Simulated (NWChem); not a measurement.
Program: NWChem. System: pentafluorosilicate (F$_{5}$Si (-1)), charge -1, spin multiplicity 1, at a geometry optimised with PBE0/def2-SVP. Level: G0W0@PBE/def2-SVPD, RI basis def2-svpd-rifit.

Part of the output:

```
             Northwest Computational Chemistry Package (NWChem) 7.3.0
             --------------------------------------------------------

                                NWChem Input Module
                                -------------------

 Scaling coordinates for geometry "geometry" by  1.889725989
 (inverse scale =  0.529177249)

 Turning off AUTOSYM since
 SYMMETRY directive was detected!

                             Geometry "geometry" -> ""
                             -------------------------

 Output coordinates in angstroms (scale by  1.889725989 to convert to a.u.)

  No.       Tag          Charge          X              Y              Z
 ---- ---------------- ---------- -------------- -------------- --------------
    1 F                    9.0000    -1.67586100     0.00000000     0.00002400
    2 Si                  14.0000     0.00000000     0.00000000    -0.00002000
    3 F                    9.0000     0.00000000    -1.42907100     0.82509500
    4 F                    9.0000     0.00000000     1.42907100     0.82509500
    5 F                    9.0000     0.00000000     0.00000000    -1.65020800
    6 F                    9.0000     1.67586100     0.00000000     0.00002400

 Effective nuclear repulsion energy (a.u.)     367.9163686629

            Nuclear Dipole moment (a.u.)
            ----------------------------
        X                 Y               Z
 ---------------- ---------------- ----------------
     0.0000000000     0.0000000000    -0.0000188973

      Symmetry information
      --------------------

 Group name             C2v
 Group number             16
 Group order               4
 No. of unique centers     4

      Symmetry unique atoms

     1    2    3    5


 Summary of "ao basis" -> "" (spherical)
 ------------------------------------------------------------------------------
       Tag                 Description            Shells   Functions and Types
 ---------------- ------------------------------  ------  ---------------------
 *                         def2-svpd                  on all atoms

 new library libraries.bse/

 Summary of "ri basis" -> "" (spherical)
 ------------------------------------------------------------------------------
       Tag                 Description            Shells   Functions and Types
 ---------------- ------------------------------  ------  ---------------------
 *                      def2-svpd-rifit               on all atoms
[...]
  ----- ------------  ---------------      ----- ------------  ---------------
    51      1.446442  3 F  s                 74     -1.446442  4 F  s
    59      1.279478  3 F  py                82      1.279478  4 F  py
    36      0.856967  2 Si py                60     -0.585816  3 F  pz
    83      0.585816  4 F  pz                12      0.408529  1 F  py
   128      0.408529  6 F  py               105      0.264804  5 F  py

 center of mass
 --------------
 x =   0.00000000 y =   0.00000000 z =   0.00000016

 moments of inertia (a.u.)
 ------------------
         554.237921721554           0.000000000000           0.000000000000
           0.000000000000         658.211824432048           0.000000000000
           0.000000000000           0.000000000000         658.194041234918

     Multipole analysis of the density
     ---------------------------------

     L   x y z        total         alpha         beta         nuclear
     -   - - -        -----         -----         ----         -------
     0   0 0 0     -1.000000    -30.000000    -30.000000     59.000000

     1   1 0 0     -0.000000     -0.000000     -0.000000      0.000000
     1   0 1 0     -0.000000     -0.000000     -0.000000      0.000000
     1   0 0 1     -0.000073     -0.000027     -0.000027     -0.000019

     2   2 0 0    -36.923568   -108.726115   -108.726115    180.528663
     2   1 1 0      0.000000      0.000000      0.000000      0.000000
     2   1 0 1      0.000000      0.000000      0.000000      0.000000
     2   0 2 0    -33.226541    -82.250130    -82.250130    131.273719
     2   0 1 1     -0.000000     -0.000000     -0.000000      0.000000
     2   0 0 2    -33.226818    -82.254481    -82.254481    131.282143

 Task  times  cpu:        6.5s     wall:        6.5s

                                NWChem Input Module
                                -------------------

                                 NWChem GW Module
                                 ----------------

                             ***********************
                             ***        GW       ***
                             ***********************

 Summary of "ri basis" -> "ri basis" (spherical)
 ------------------------------------------------------------------------------
       Tag                 Description            Shells   Functions and Types
 ---------------- ------------------------------  ------  ---------------------
 F                      def2-svpd-rifit             20       64   7s6p5d2f
 Si                     def2-svpd-rifit             24       78   9s6p6d3f

                 Memory Information
                 ------------------
          Available GA per process is          1699.9 MBs
          Available stack per process is        700.0 MBs
          Available heap per process is           0.2 MBs

          Peak memory in Initialization
              Peak GA per process is                 14.8 MBs
              Peak stack per process is               0.2 MBs
              Peak heap per process is               15.2 MBs
              Memory not in MA per process            0.0 MBs

          Peak memory in AFF Calculation
              Peak GA per process is                104.8 MBs
              Peak stack per process is              81.6 MBs
              Peak heap per process is                0.0 MBs
              Memory not in MA per process           81.6 MBs

          Computing 2-center integrals
          Computing Inverse Cholesky factor
          Computing 3-center integrals
          Computing V_xc ...

          Computing Sigma_x
          Computing RPA polarizability
          Solving quasiparticle equations

                  Alpha Orbitals
          State     Energy (eV)     Error (eV)
          -----------------------------------
@GW        27         -7.584           0.003
@GW        28         -7.584           0.003
@GW        29         -7.030           0.003
@GW        30         -7.029           0.003
@GW        31          6.050           0.004
@GW        32          7.709           0.004

   Applying  -3.8019 eV scissor-shift to rest of particle states

   Applying   2.1141 eV scissor-shift to rest of hole states

     GW Timing Statistics
   ------------------------
   Init.   :          0.0s
     ERIs  :          0.9s
     Distr.:          0.0s
     Vxc   :          0.1s
   Sigma_x :          0.0s
   RPA     :          5.0s
   Wmn     :          0.1s
   Sigma_c :          0.0s
   GW total:          6.2s

 Task  times  cpu:        6.2s     wall:        6.2s

 Total times  cpu:       12.7s     wall:       12.7s
```

Q: Write an NWChem input that would produce this output.

A: This is not unique; one that fits is 
```
start mol
memory heap 200 mb stack 700 mb global 1700 mb
charge -1
geometry units angstroms nocenter noautoz
  F     -1.675861     0.000000     0.000024
  Si     0.000000     0.000000    -0.000020
  F      0.000000    -1.429071     0.825095
  F      0.000000     1.429071     0.825095
  F      0.000000     0.000000    -1.650208
  F      1.675861     0.000000     0.000024
  symmetry group C2v
end
basis spherical
  * library def2-svpd
end
basis "ri basis" bse spherical
  * library def2-svpd-rifit
end
dft
  xc xpbe96 cpbe96
  iterations 100
  direct
  tolerances tight
end
task dft energy
gw
  states alpha occ 4 vir 2
end
task dft gw
```
